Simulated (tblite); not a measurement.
C₆H₄BF₂S (doublet state).
SMILES with atom numbers: `[F:1][B:2]([F:3])[C:4]#[C:5][C:6]1[CH2:7][CH:8]=[CH:9][S:10]1` (hydrogens: H11, H12 on C7; H13 on C8; H14 on C9)
Bond orders are those of one Lewis drawing.

Computed with GFN2-xTB (tblite), gas phase: L-BFGS steps from a force-field or distance-geometry start until the largest atomic force falls under 0.01 eV/Å.

The end geometry, which sets the zero of energy:
```
atom  x, y, z in Å
F1      4.4359   -1.2254    0.2568
B2      3.8205   -0.0601    0.4337
F3      4.6346    0.9479    0.7238
C4      2.3439    0.0938    0.3153
C5      1.1242    0.2000    0.2132
C6     -0.2199    0.3112    0.1004
C7     -1.1495   -0.8160   -0.2251
C8     -2.5247   -0.2454   -0.2498
C9     -2.6003    1.0551    0.0097
S10    -1.0566    1.8178    0.3275
H11    -0.8886   -1.2684   -1.1899
H12    -1.0655   -1.6156    0.5216
H13    -3.3764   -0.8670   -0.4646
H14    -3.4783    1.6714    0.0455
```

Question: These geometries come from the run, each turned onto the end geometry. Order them by energy, lowest first.
A.
```
atom  x, y, z in Å
F1      4.4619   -1.1085    0.0081
B2      3.8311   -0.0086    0.4057
F3      4.6367    0.9740    0.7879
C4      2.3447    0.0898    0.3926
C5      1.1191    0.1150    0.3039
C6     -0.2241    0.2341    0.1811
C7     -1.1842   -0.8590   -0.1713
C8     -2.5309   -0.2281   -0.2782
C9     -2.5660    1.0777   -0.0362
S10    -1.0130    1.7763    0.3670
H11    -0.8930   -1.3418   -1.1126
H12    -1.1766   -1.6484    0.5924
H13    -3.3928   -0.8103   -0.5556
H14    -3.4137    1.7370   -0.0668
```
B.
```
atom  x, y, z in Å
F1      4.5832   -1.0250   -0.0739
B2      3.7914   -0.0394    0.3417
F3      4.4482    1.0893    0.5826
C4      2.3094   -0.1108    0.4959
C5      1.0913    0.0638    0.4830
C6     -0.2485    0.2051    0.3560
C7     -1.1839   -0.8663   -0.1061
C8     -2.5132   -0.2117   -0.3012
C9     -2.5239    1.1013   -0.0934
S10    -1.0120    1.7531    0.5092
H11    -0.8286   -1.2795   -1.0634
H12    -1.2286   -1.7154    0.5871
H13    -3.3670   -0.7759   -0.6500
H14    -3.3186    1.8107   -0.2494
```
C.
```
atom  x, y, z in Å
F1      4.5245   -0.7628    0.4013
B2      3.5136    0.1537   -0.1793
F3      4.0281    1.4931   -0.3760
C4      2.0632   -0.0714    0.3119
C5      0.9154   -0.2429    0.7117
C6     -0.4503   -0.4450    1.1819
C7     -1.2869   -0.9821    0.1191
C8     -2.0520   -0.0146   -0.6189
C9     -2.1056    1.1802   -0.0832
S10    -1.1690    1.2050    1.4629
H11    -0.7328   -1.6162   -0.6329
H12    -2.0254   -1.7110    0.5901
H13    -2.5823   -0.2385   -1.5683
H14    -2.6413    2.0518   -0.5022
```
D.
```
atom  x, y, z in Å
F1      4.4809   -1.1676    0.1043
B2      3.8257   -0.0532    0.4163
F3      4.6061    0.9343    0.8390
C4      2.3447    0.0757    0.3098
C5      1.1234    0.1785    0.2207
C6     -0.2213    0.2964    0.1150
C7     -1.1602   -0.8265   -0.1950
C8     -2.5263   -0.2383   -0.2617
C9     -2.5934    1.0646   -0.0115
S10    -1.0472    1.8113    0.3324
H11    -0.8858   -1.3143   -1.1376
H12    -1.1050   -1.6013    0.5803
H13    -3.3784   -0.8535   -0.4922
H14    -3.4637    1.6932   -0.0017
```
E.
```
atom  x, y, z in Å
F1      4.5180   -1.0773   -0.0439
B2      3.8278   -0.0279    0.3902
F3      4.5792    1.0291    0.7117
C4      2.3360    0.0067    0.4437
C5      1.1081    0.0699    0.3984
C6     -0.2308    0.2223    0.2608
C7     -1.1914   -0.8536   -0.1525
C8     -2.5283   -0.2162   -0.3046
C9     -2.5540    1.0927   -0.0739
S10    -1.0153    1.7724    0.4186
H11    -0.8993   -1.3102   -1.1055
H12    -1.1636   -1.6611    0.5940
H13    -3.3917   -0.7996   -0.5697
H14    -3.3955    1.7522   -0.1492
```

Answer: D (0.004 eV), A (0.015 eV), E (0.039 eV), B (0.080 eV), C (2.406 eV).

In the order of the answer:

| step | E above end (eV) | largest force (eV/Å) | rms force component (eV/Å) | rms distance from end (Å) | rms bond change (Å) | bond most changed (Å) |
| --- | --- | --- | --- | --- | --- | --- |
| 71 | 0.004 | 0.03 | 0.012 | 0.066 | 0.001 | B2–C4 +0.001 |
| 55 | 0.015 | 0.09 | 0.027 | 0.119 | 0.001 | C6–S10 +0.004 |
| 49 | 0.039 | 0.28 | 0.097 | 0.162 | 0.003 | B2–F3 +0.008 |
| 44 | 0.080 | 0.26 | 0.097 | 0.241 | 0.003 | C6–S10 -0.005 |
| 0 | 2.406 | 4.37 | 1.431 | 0.938 | 0.072 | F1–B2 +0.153 |

The cost below is that of the whole relaxation. On an Arm Neoverse V1 with one thread, shared host with 32 logical CPUs at a one-minute load of 8.9, this took 0.69 s.
